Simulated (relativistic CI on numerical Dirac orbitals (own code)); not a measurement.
## Sensitivity of the levels of Ce25+ to α and to the nuclear radius

These numbers are calculated, not measured: Dirac-Coulomb-Breit CI, KLI orbitals optimised for each configuration, derivatives by finite differences, unscaled Slater integrals, QED left out (own radial code, finite nucleus).

CI space (outside the closed core [Ar] 3d10): 4s2 4p3, 4s 4p4, 4s2 4p2 4d, 4p5, 4s 4p3 4d, 4s2 4p2 4f, 4s2 4p 4d2, 4s2 4d3, 4s 4p 4d3, 4s2 4d2 4f. Double excitations out of closed p, d and f shells are left out; levels of such configurations are missing from the list, as are those of other unlisted configurations, and high levels can miss mixing partners.

With x = (α/α₀)² − 1 an excitation energy changes as ω = ω₀ + qx; K = 2q/ω₀ is the relative enhancement. Terms are leading LS components, so labels can repeat. The field-shift factor is F = δν/δ⟨r²⟩ for the transition from the lowest level.

Lowest level 4s2 4p3 2P°_3/2.

| Level | ω₀ (cm⁻¹) | q (cm⁻¹) | F (GHz/fm²) |
| --- | --- | --- | --- |
| 4s2 4p3 4S°_3/2 | 167799 | 212600 | -9.91 |
| 4s2 4p3 2D°_5/2 | 198195 | 215800 | -10 |
| 4s2 4p3 2P°_1/2 | 237422 | 217300 | -11.3 |
| 4s2 4p3 2P°_3/2 | 408531 | 436300 | -22.9 |
| 4s 4p4 4P_5/2 | 657692 | 258800 | -310 |
| 4s 4p4 4P_3/2 | 735228 | 248700 | -260 |
| 4s 4p4 4P_1/2 | 745816 | 291000 | -312 |
| 4s2 4p2 4d 4F_3/2 | 827511 | 153100 | -91.8 |
| 4s 4p4 2D_3/2 | 866788 | 352200 | -243 |
| 4s2 4p2 4d 4F_5/2 | 888105 | 165900 | -61 |
| 4s 4p4 2D_5/2 | 900421 | 364200 | -224 |
| 4s 4p4 2P_1/2 | 942042 | 389200 | -215 |
| 4s2 4p2 4d 2P_3/2 | 948492 | 340500 | -147 |
| 4s2 4p2 4d 2F_5/2 | 986369 | 233900 | -7.85 |
| 4s2 4p2 4d 4D_1/2 | 1007536 | 300200 | -77.8 |
| 4s2 4p2 4d 4F_7/2 | 1008221 | 242500 | -3.8 |
| 4s2 4p2 4d 4D_7/2 | 1023287 | 266000 | -3.18 |
| 4s2 4p2 4d 4D_3/2 | 1030408 | 328000 | -109 |
| 4s2 4p2 4d 4F_9/2 | 1053322 | 278600 | -3.52 |
| 4s2 4p2 4d 2F_5/2 | 1071966 | 289400 | -18.7 |
| 4s2 4p2 4d 2P_3/2 | 1093209 | 281600 | -76 |
| 4s2 4p2 4d 4P_5/2 | 1117164 | 264100 | -27.8 |
| 4s2 4p2 4d 2G_7/2 | 1120866 | 303600 | -5.39 |

At this charge energies of transitions that change n are usually good to better than 1 %, and those within a shell (Δn = 0) to a few per cent.

Task: Which transition from the lowest level has the largest |K|?

Result: 4s2 4p3 4S°_3/2 at 167799 cm⁻¹, K = 2.53.
